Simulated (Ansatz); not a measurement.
Born–Oppenheimer molecular dynamics of BBrH5NSi (9 atoms, charge 0, multiplicity 1). It starts at the highest image of a converged band. Of that band: Neighbouring images differ by up to 1.2 eV, so the band resolves the path poorly. A vibrational analysis at the climbing image gives one clearly imaginary mode, 1330i cm⁻¹: a first-order saddle point.

All numbers below come from RKS PBE-D4/def2-SVP in Ansatz 0.2.0.

| Quantity | Value |
| --- | --- |
| ensemble | NVE (velocity Verlet) |
| time step | 0.5 fs |
| steps asked | 200 |
| starting velocities drawn for | 300 K |
| seed | 10365 |

First frame:

```xyz
9
Properties=species:S:1:pos:R:3
B -0.612 1.478 -0.689
Si 0.085 -0.310 -0.660
N 0.435 -0.850 1.093
Br -0.665 -2.063 -1.865
H -1.002 2.012 -1.707
H -0.357 2.147 0.299
H 1.379 -0.087 0.384
H 1.007 -1.691 1.222
H -0.181 -0.684 1.905
```

Q: How far do the bonds stretch over the last three quarters of this one trajectory? (Pairs bonded in most of those frames.)

A: 
```
   bond  mean (Å)  spread (Å)  shortest  longest
 B1–Si2     2.000       0.075      1.86     2.11
  B1–H5     1.224       0.026      1.18     1.27
  B1–H6     1.228       0.019      1.20     1.26
Si2–Br4     2.378       0.099      2.18     2.48
  N3–H7     1.043       0.053      0.95     1.12
  N3–H8     1.036       0.023      1.00     1.10
  N3–H9     1.039       0.018      1.00     1.10
```

Mean temperature of the second half: 851 K. The conserved energy stayed within 0.31 meV per atom of its start (net change -0.12 meV per atom), so the integration is sound. The system heated up, since it started high on the potential surface and ran downhill. A run of 0.1 ps of so small a system gives no equilibrium averages. The orbitals stay closed-shell, which can raise the energy where a bond breaks towards radicals; this wasn't checked here.

Run time: 5.7 min on 2 threads of Arm Neoverse V1, with other jobs on the host, peak memory 0.14 GiB.
